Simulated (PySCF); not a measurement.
**Atomic charges against the basis set**

C2H5BS2.
Structure used (PBE0-D3(BJ)/def2-SVP), in Å, numbered top down from 1:
```
atom  x, y, z in Å
B1     1.796    0.052   -0.065
S2     0.849   -1.166   -0.966
C3    -0.749   -0.754   -0.167
C4    -0.778    0.712    0.210
S5     0.844    1.216    0.900
H6     2.996    0.086   -0.106
H7    -0.851   -1.396    0.721
H8    -1.560   -1.003   -0.868
H9    -0.975    1.346   -0.669
H10   -1.553    0.916    0.963
```

PBE0 throughout (PySCF), one geometry, spherical d and f functions. Isolated species at its PBE0-D3(BJ)/def2-SVP geometry (one conformer only). Atoms taken as equivalent share a column and are averaged.

Mulliken charges (e):

| basis | functions | B1 | S2/S5 | C3/C4 | H6 | H7/H8/H9/H10 |
| --- | --- | --- | --- | --- | --- | --- |
| STO-3G | 38 | -0.112 | +0.119 | -0.222 | -0.039 | +0.089 |
| 6-31G | 63 | -0.257 | +0.230 | -0.589 | +0.056 | +0.230 |
| pcSseg-0 | 63 | +0.032 | +0.025 | -0.737 | +0.149 | +0.311 |
| 6-31G* | 88 | -0.131 | +0.092 | -0.502 | +0.054 | +0.224 |
| cc-pVDZ | 103 | +0.005 | -0.035 | -0.143 | +0.003 | +0.087 |
| def2-SVP | 103 | +0.037 | -0.078 | -0.139 | +0.015 | +0.096 |
| aug-cc-pVDZ | 168 | -0.495 | +0.136 | -0.008 | +0.679 | -0.110 |
| 6-311+G(2d,p) | 181 | +0.021 | -0.050 | -0.311 | +0.024 | +0.169 |
| def2-TZVP | 197 | -0.030 | -0.096 | -0.187 | +0.046 | +0.138 |
| cc-pVTZ | 228 | -0.047 | -0.052 | -0.174 | +0.023 | +0.119 |
| IGLO-III | 243 | -0.039 | +0.096 | -0.364 | -0.055 | +0.157 |

IAO charges (e):

```json
{"basis": "STO-3G", "functions": "38", "B1": "-0.252", "S2/S5": "+0.196", "C3/C4": "-0.353", "H6": "+0.013", "H7/H8/H9/H10": "+0.139"}
{"basis": "6-31G", "functions": "63", "B1": "-0.239", "S2/S5": "+0.094", "C3/C4": "-0.348", "H6": "+0.056", "H7/H8/H9/H10": "+0.173"}
{"basis": "pcSseg-0", "functions": "63", "B1": "-0.240", "S2/S5": "+0.097", "C3/C4": "-0.358", "H6": "+0.057", "H7/H8/H9/H10": "+0.176"}
{"basis": "6-31G*", "functions": "88", "B1": "-0.225", "S2/S5": "+0.103", "C3/C4": "-0.334", "H6": "+0.043", "H7/H8/H9/H10": "+0.161"}
{"basis": "cc-pVDZ", "functions": "103", "B1": "-0.232", "S2/S5": "+0.105", "C3/C4": "-0.329", "H6": "+0.045", "H7/H8/H9/H10": "+0.159"}
{"basis": "def2-SVP", "functions": "103", "B1": "-0.234", "S2/S5": "+0.110", "C3/C4": "-0.326", "H6": "+0.041", "H7/H8/H9/H10": "+0.156"}
{"basis": "aug-cc-pVDZ", "functions": "168", "B1": "-0.227", "S2/S5": "+0.099", "C3/C4": "-0.332", "H6": "+0.046", "H7/H8/H9/H10": "+0.162"}
{"basis": "6-311+G(2d,p)", "functions": "181", "B1": "-0.236", "S2/S5": "+0.109", "C3/C4": "-0.338", "H6": "+0.046", "H7/H8/H9/H10": "+0.162"}
{"basis": "def2-TZVP", "functions": "197", "B1": "-0.236", "S2/S5": "+0.113", "C3/C4": "-0.341", "H6": "+0.045", "H7/H8/H9/H10": "+0.162"}
{"basis": "cc-pVTZ", "functions": "228", "B1": "-0.231", "S2/S5": "+0.107", "C3/C4": "-0.339", "H6": "+0.045", "H7/H8/H9/H10": "+0.162"}
{"basis": "IGLO-III", "functions": "243", "B1": "-0.241", "S2/S5": "+0.116", "C3/C4": "-0.341", "H6": "+0.045", "H7/H8/H9/H10": "+0.162"}
```

Hirshfeld charges (e):

```csv
basis,functions,B1,S2/S5,C3/C4,H6,H7/H8/H9/H10
STO-3G,38,+0.012,+0.011,-0.017,-0.074,+0.019
6-31G,63,+0.027,-0.044,-0.051,-0.038,+0.050
pcSseg-0,63,+0.016,-0.019,-0.055,-0.046,+0.044
6-31G*,88,+0.037,-0.052,-0.047,-0.040,+0.050
cc-pVDZ,103,+0.023,-0.021,-0.060,-0.048,+0.047
def2-SVP,103,+0.018,-0.012,-0.064,-0.051,+0.046
aug-cc-pVDZ,168,+0.030,-0.013,-0.081,-0.047,+0.051
"6-311+G(2d,p)",181,+0.027,-0.014,-0.077,-0.047,+0.050
def2-TZVP,197,+0.028,-0.017,-0.075,-0.047,+0.051
cc-pVTZ,228,+0.027,-0.018,-0.073,-0.047,+0.051
IGLO-III,243,+0.024,-0.003,-0.081,-0.051,+0.049
```

ESP-fitted charges (e):

```
        basis  functions      B1   S2/S5   C3/C4      H6  H7/H8/H9/H10
       STO-3G         38  +0.207  -0.138  -0.007  -0.107        +0.048
        6-31G         63  +0.211  -0.248  -0.090  -0.013        +0.120
     pcSseg-0         63  +0.284  -0.290  -0.055  -0.026        +0.108
       6-31G*         88  +0.104  -0.176  -0.143  +0.013        +0.131
      cc-pVDZ        103  +0.054  -0.149  -0.132  +0.026        +0.121
     def2-SVP        103  +0.081  -0.164  -0.103  +0.014        +0.110
  aug-cc-pVDZ        168  +0.070  -0.156  -0.153  +0.021        +0.131
6-311+G(2d,p)        181  +0.030  -0.138  -0.161  +0.033        +0.133
    def2-TZVP        197  +0.053  -0.147  -0.140  +0.022        +0.125
      cc-pVTZ        228  +0.062  -0.151  -0.137  +0.019        +0.124
     IGLO-III        243  +0.032  -0.127  -0.171  +0.028        +0.134
```

Some averages cover members that differ in this geometry, most widely: H7/H8/H9/H10, Mulliken in aug-cc-pVDZ -0.135 to -0.084; C3/C4, ESP-fitted in 6-31G -0.104 to -0.077; C3/C4, ESP-fitted in pcSseg-0 -0.069 to -0.042 e.

Q: Which scheme is steadiest as the basis changes?

A: Largest range over the bases for any column: Hirshfeld 0.06 e, IAO 0.10 e, ESP-fitted 0.25 e, Mulliken 0.73 e. Hirshfeld charges move least and Mulliken charges most, counted in e. Without the minimal STO-3G basis the ranges are Hirshfeld 0.05, IAO 0.03, ESP-fitted 0.25, Mulliken 0.73 e.

Q: How much do the charges still move between the two largest bases, cc-pVTZ and IGLO-III?

A: At most, over all atoms: Mulliken 0.190 e, IAO 0.010 e, Hirshfeld 0.015 e, ESP-fitted 0.034 e.

Q: What do the same runs give for the total energy, the frontier levels and the dipole moment?

A: 
| basis | energy (Eh) | HOMO (eV) | LUMO (eV) | μ (D) |
| --- | --- | --- | --- | --- |
| STO-3G | -890.1149 | -3.76 | 3.24 | 1.90 |
| 6-31G | -899.9890 | -6.99 | -0.59 | 2.50 |
| pcSseg-0 | -898.9359 | -7.28 | -0.88 | 2.38 |
| 6-31G* | -900.0675 | -6.87 | -0.55 | 2.37 |
| cc-pVDZ | -900.1175 | -6.85 | -0.60 | 2.26 |
| def2-SVP | -899.7833 | -6.86 | -0.59 | 2.28 |
| aug-cc-pVDZ | -900.1271 | -6.94 | -0.80 | 2.33 |
| 6-311+G(2d,p) | -900.1568 | -6.93 | -0.82 | 2.36 |
| def2-TZVP | -900.1680 | -6.92 | -0.78 | 2.34 |
| cc-pVTZ | -900.1757 | -6.92 | -0.76 | 2.33 |
| IGLO-III | -900.1668 | -6.87 | -0.74 | 2.27 |

The dipole is fixed by the density alone, so its range of 0.60 D shows that the density itself changes with the basis, not only its division among atoms.
